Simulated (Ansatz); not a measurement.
A set of 12 reactions (ligand exchange), with CCSD(T)/CBS values in kJ/mol:

| reaction | ΔE |
| --- | --- |
| `CO[SiH](F)[SiH3]` + `CO[AsH2]` → `CO[AsH][SiH3]` + `CO[SiH2]F` | -26.0 |
| `O[SiH2][SiH](S)Cl` + HCl → `O[SiH2][SiH](Cl)Cl` + H₂S | -32.9 |
| `[F][Ga]([Cl])[Cl]` + `CCO` → `CC[O][Ga]([F])[Cl]` + HCl | 50.8 |
| `N=[CH][Al]1[CH2][CH2]1` + NH₃ → `[NH2][Al]1[CH2][CH2]1` + `C=N` | -98.9 |
| `CN(C)B(O)Br` + `O[SiH3]` → `OB(Br)O[SiH3]` + `CNC` | -7.4 |
| `CB(O[SiH3])O[SiH3]` + H–F → `CB(F)O[SiH3]` + `O[SiH3]` | -20.6 |
| `[F][Nb]([F])([F])([F])[Cl]` + HCl → `[F][Nb]([F])([F])([Cl])[Cl]` + H–F | 22.9 |
| `BOB(N)Cl` + `OC=S` → `NB(Cl)OC=S` + `BO` | -8.0 |
| `C[SiH2]N[SiH2]Cl` + H–F → `F[SiH2]N[SiH2]Cl` + CH₄ | -150.2 |
| `[OH][GeH]([F])[SiH3]` + H₂S → `[OH][GeH]([SiH3])[SH]` + H–F | 9.8 |
| `OBC[SiH3]` + `N[SiH3]` → `OBN[SiH3]` + `C[SiH3]` | -102.7 |
| `CC[Si]S` + CH₃OH → `CC[Si]OC` + H₂S | -23.0 |

Calculated with Ansatz (gas phase, PBE0-D4/def2-TZVP geometries, no zero-point term in ΔE). CCSD(T)/CBS is the MP2 limit (def2-TZVPP, def2-QZVPP) plus CCSD(T) − MP2 in def2-TZVPP, frozen cores. This one scheme is used for every species. DFT in def2-TZVPP. B3LYP here is the variant with VWN-RPA as its local correlation; programs differ in this. Elements past krypton have def2 core potentials. For As, Br, Ga, Ge, Nb outer-core shells are correlated without core-valence functions, which leaves a few kJ/mol of doubt a bond. Scalar relativity is left out up to krypton. Each species was taken in one conformer, which may not be the lowest.

(1) Give the mean, mean absolute and largest difference (level minus CCSD(T)/CBS, kJ/mol) for: PBE-D4, r2SCAN-D4, B3LYP-D4, ωB97X-V, B2PLYP, PBE, B3LYP, MP2/def2-TZVPP, SCS-MP2/def2-TZVPP, CCSD(T)/def2-TZVPP, HF/def2-QZVPP, MP2/def2-QZVPP, HF/CBS(def2), CCSD/CBS(def2). (Estimate.)

The largest T1 diagnostic in the set is 0.021, for `[F][Nb]([F])([F])([Cl])[Cl]` (customary mark 0.02).

CCSD(T)/CBS is a level of theory with its own doubt, and the functionals carry their triple-zeta basis error, so these figures describe this set and don't rank the functionals.

Results:

(1) The calculation gave: 
| level | mean | mean absolute | largest |
| --- | --- | --- | --- |
| PBE-D4 | 4.2 | 5.2 | 11.4 |
| r2SCAN-D4 | 1.0 | 4.2 | 9.2 |
| B3LYP-D4 | 0.2 | 3.5 | 8.8 |
| ωB97X-V | 1.6 | 5.3 | 17.1 |
| B2PLYP | -1.2 | 5.1 | 12.2 |
| PBE | 3.9 | 6.5 | -13.9 |
| B3LYP | -0.3 | 7.7 | 17.2 |
| MP2/def2-TZVPP | -1.8 | 2.5 | -5.6 |
| SCS-MP2/def2-TZVPP | -1.9 | 3.9 | 7.6 |
| CCSD(T)/def2-TZVPP | -0.2 | 2.4 | 6.1 |
| HF/def2-QZVPP | -3.1 | 15.1 | 28.5 |
| MP2/def2-QZVPP | -1.8 | 2.6 | -8.0 |
| HF/CBS(def2) | -3.2 | 15.1 | 28.9 |
| CCSD/CBS(def2) | -0.2 | 2.3 | 4.8 |
